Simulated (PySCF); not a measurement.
## Two-component Hartree-Fock for Tm³¹⁺ (thulium, charge +31)

Start: [Kr] 4d2; 4d3/2 filled at m_j = +1/2, +3/2. Calculated with PySCF 2.14 in an uncontracted even-tempered set (17 s from 2.9 bohr⁻², ratio 2.8; 14 p from 3.8 bohr⁻², ratio 2.8; 9 d from 3.8 bohr⁻², ratio 2.8; 3 f from 14 bohr⁻², ratio 3): generalised Hartree-Fock with the X2C-1e Hamiltonian and a Gaussian nucleus; one run each with spin-orbit coupling (SO) switched off, then screened by Boettger's factors.

| spinor shell | electrons | ε, spin-free (eV) | ε, screened SO (eV) | weight of nominal j (screened SO) | rms radius, screened SO (bohr) |
| --- | --- | --- | --- | --- | --- |
| 1s1/2 | 2 | -60879.4 | -60864.4 | 1.000 | 0.0227 |
| 2s1/2 | 2 | -11391.1 | -11386.0 | 1.000 | 0.0918 |
| 2p1/2 | 2 | -10195.2 | -10891.6 | 1.000 | 0.0783 |
| 2p3/2 | 4 | -10195.2 | -9903.5 | 1.000 | 0.0852 |
| 3s1/2 | 2 | -3506.5 | -3504.5 | 1.000 | 0.233 |
| 3p1/2 | 2 | -3136.5 | -3288.5 | 1.000 | 0.225 |
| 3p3/2 | 4 | -3136.5 | -3071.1 | 1.000 | 0.238 |
| 3d3/2 | 4 | -2681.8 | -2710.6 | 1.000 | 0.211 |
| 3d5/2 | 6 | -2681.8 | -2660.5 | 1.000 | 0.215 |
| 4s1/2 | 2 | -1506.7 | -1506.0 | 1.000 | 0.489 |
| 4p1/2 | 2 | -1363.3 | -1413.2 | 0.998 | 0.494 |
| 4p3/2 | 4 | -1363.3 | -1341.3 | 0.999 | 0.521 |
| 4d3/2 | 2 | -1202.5 | -1208.9 | 0.995 | 0.508 |

| quantity | spin-free | screened SO |
| --- | --- | --- |
| E (hartree) | -13052.44241 | -13065.02253 |
| M_J | 2 | 2 |
| ⟨J²⟩ | 8.002 | 6.035 |
| ⟨L²⟩ | 12.002 | 10.347 |
| ⟨S²⟩ | 2.000 | 1.582 |

Each row is a mean over spinors that exchange with the open shell spreads, by up to 15.231 eV (4p1/2).

Breit and QED terms are absent; they matter most for the inner s and p1/2 levels.

Densities and radii are taken from the X2C orbitals without a picture-change correction, which distorts them close to the nucleus.

Without spin-orbit coupling the j labels of p, d and f shells carry no meaning; the spin-free column gives the mean over the occupied spinors of each nl shell, and its ⟨J²⟩ belongs to a mixture of degenerate components.
